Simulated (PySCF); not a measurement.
**Electron correlation in Ga (gallium, neutral)**

[Ar] 3d10 4s1 4p1 4d1, one real determinant (an excited configuration). Computed with PySCF 2.14 in x2c-QZVPPall with one added diffuse shell each of s, p, d, f type (12s8p6d5f1g, 110 functions), with scalar relativity by spin-free X2C-1e. Frozen: [Ar] 3d10; 3 electrons correlated.

MP2 pair energies summed by pair of shells (mhartree):

```json
{"pair": "4s-4p", "energy": "-2.49", "share (%)": "34.9"}
{"pair": "4p-4d", "energy": "-2.38", "share (%)": "33.3"}
{"pair": "4s-4d", "energy": "-2.27", "share (%)": "31.9"}
```

Total MP2 correlation energy: -7.14 mhartree.

Same-spin part -7.14 and opposite-spin part 0.00 mhartree; SCS-MP2 scales them by 1/3 and 6/5 to -2.38 mhartree.

The reference is one real determinant that mixes LS terms of this configuration.
